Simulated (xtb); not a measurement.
xtb input (GFN-FF):

```bash
xtb mol.xyz --gfnff --opt tight --chrg 0 --uhf 0
```
mol.xyz:
```
11

C      1.83886853     0.72089096     0.12061479
N      0.78353717    -0.20760470     0.47951608
B     -0.54195947    -0.21110362    -0.03759330
O     -1.48256345    -1.14212735     0.34308184
O     -0.98831672     0.71923948    -0.94662088
H      2.55628750     0.82039561     0.93641128
H      2.39041973     0.42092626    -0.77804296
H      1.42714287     1.71802378    -0.05270349
H      1.08719545    -0.96759196     1.06405263
H     -1.18677207    -1.75620216     1.01814496
H     -0.31540612     1.33095664    -1.25188508
```

End of the output:

```
         :::::::::::::::::::::::::::::::::::::::::::::::::::::
         ::                     SUMMARY                     ::
         :::::::::::::::::::::::::::::::::::::::::::::::::::::
         :: total energy              -1.486637032261 Eh    ::
         :: gradient norm              0.000466921503 Eh/a0 ::
         ::.................................................::
         :: bond energy               -1.434374338744 Eh    ::
         :: angle energy               0.005129656884 Eh    ::
         :: torsion energy             0.000268747245 Eh    ::
         :: repulsion energy           0.084794052580 Eh    ::
         :: electrostat energy        -0.138616756215 Eh    ::
         :: dispersion energy         -0.003678850623 Eh    ::
         :: HB energy                  0.000000000000 Eh    ::
         :: XB energy                  0.000000000000 Eh    ::
         :: bonded atm energy         -0.000159543388 Eh    ::
         :: external energy            0.000000000000 Eh    ::
         :: add. restraining           0.000000000000 Eh    ::
         :: total charge              -0.000000000000 e     ::
         :::::::::::::::::::::::::::::::::::::::::::::::::::::

           -------------------------------------------------
          |                Property Printout                |
           -------------------------------------------------

molecular dipole:
                 x           y           z       tot (Debye)
 q only:        1.361       0.168       0.478       3.691
           -------------------------------------------------
          |                Geometry Summary                 |
           -------------------------------------------------

      molecular mass/u    :       74.8749215
   center of mass at/Å    :       -0.0682826      -0.0355593      -0.0342092
  moments of inertia/u·Å² :        0.5906243E+02   0.1332447E+03   0.1891498E+03
rotational constants/cm⁻¹ :        0.2854206E+00   0.1265163E+00   0.8912316E-01

 * 10 selected distances

     #   Z          #   Z                                           value/Å
Note: The following floating-point exceptions are signalling: IEEE_UNDERFLOW_FLAG IEEE_DENORMAL
normal termination of xtb
     1   6 C        2   7 N                                       1.4328573 (max)
     2   7 N        3   5 B                                       1.4324686
     3   5 B        4   8 O                                       1.3941905
     3   5 B        5   8 O                                       1.3933225
     1   6 C        6   1 H                                       1.0908732
     1   6 C        7   1 H                                       1.0896285
     1   6 C        8   1 H                                       1.0894998
     2   7 N        9   1 H                                       1.0109619
     4   8 O       10   1 H                                       0.9757844
     5   8 O       11   1 H                                       0.9752193 (min)

 * 6 distinct bonds (by element types)

   Z      Z             #   av. dist./Å        max./Å        min./Å
   1 H    6 C           3     1.0900005     1.0908732     1.0894998
   1 H    7 N           1     1.0109619     1.0109619     1.0109619
   5 B    7 N           1     1.4324686     1.4324686     1.4324686
   6 C    7 N           1     1.4328573     1.4328573     1.4328573
   1 H    8 O           2     0.9755019     0.9757844     0.9752193
   5 B    8 O           2     1.3937565     1.3941905     1.3933225

optimized geometry written to: xtbopt.xyz

           -------------------------------------------------
          | TOTAL ENERGY               -1.486637032261 Eh   |
          | GRADIENT NORM               0.000466921503 Eh/α |
           -------------------------------------------------
########################################################################
[WARNING] Runtime exception occurred
-1- gfnff_setup: Could not read topology file.
########################################################################

------------------------------------------------------------------------
------------------------------------------------------------------------
 total:
 SCF:
 ANC optimizer:
```
